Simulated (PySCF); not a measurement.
Compound: C₄H₁₃OPSi₂.
Cartesian coordinates in Å at the PBE0-D3(BJ)/def2-SVP level; atoms count from 1:
```
atom  x, y, z in Å
C1    -3.6324    0.5132   -0.1187
C2    -2.2381    0.4134    0.4320
O3    -1.9737    0.7361    1.5692
C4    -1.1635   -0.1213   -0.4853
P5     0.4954    0.6825   -0.1423
Si6    0.7598   -0.0016    2.0097
C7     1.6137   -0.5654   -0.9673
Si8    3.3950    0.0526   -1.0961
H9    -3.9310   -0.4322   -0.5976
H10   -3.6559    1.2890   -0.9016
H11   -4.3356    0.7778    0.6804
H12   -1.1067   -1.2137   -0.3202
H13   -1.4338    0.0277   -1.5430
H14    0.0109   -1.2727    2.2646
H15    2.2213   -0.3168    2.1454
H16    0.4255    1.0461    3.0101
H17    1.2548   -0.6927   -2.0037
H18    1.5804   -1.5607   -0.4908
H19    3.9178    0.4896    0.2324
H20    3.4521    1.2110   -2.0377
H21    4.2717   -1.0402   -1.6206
```

Computed with PySCF at PBE0/pcSseg-1, non-relativistic, on one gas-phase PBE0-D3(BJ)/def2-SVP geometry that isn't relaxed in the solvent. The solvent is an IEF-PCM continuum (Bondi radii, 1.10 Å for H, scaled by 1.2). The model holds no explicit solvent molecules, cavitation or dispersion.

```csv
run,E − E(gas) (kJ/mol),HOMO (eV),HOMO–LUMO gap (eV),dipole (D)
gas,0.00,-6.74,5.86,3.88
P,-26.50,-6.76,6.08,5.51
Q,-11.21,-6.72,5.96,4.51
```

**Question.** The runs were made in benzene and methanol. Which run belongs to which solvent?

**Answer.** P = methanol, Q = benzene. The dielectric constants are 2.271 (benzene), 32.61 (methanol), and the energy falls further as ε rises. In this model the ground state sees the solvent through ε alone.

**Question.** How constant is the ratio of the lowering to (ε − 1)/(2ε + 1)?

**Answer.** 
```csv
solvent,(ε − 1)/(2ε + 1),E − E(gas) (kJ/mol),ratio (kJ/mol),polarisation term (kJ/mol)
benzene,0.229,-11.21,-48.9,-12.34
methanol,0.477,-26.50,-55.5,-33.67
```

The ratio changes by +13.5 % in size from benzene to methanol. The polarisation term is half the interaction of the solute with the induced surface charges.

On AMD EPYC 9R45, one thread, no GPU, shared host with 96 logical CPUs at a one-minute load of 32, this took 24 s of wall time and 1.2 GiB of memory at its peak. This is the whole shielding run at PBE0/pcSseg-1 in methanol, SCF included.
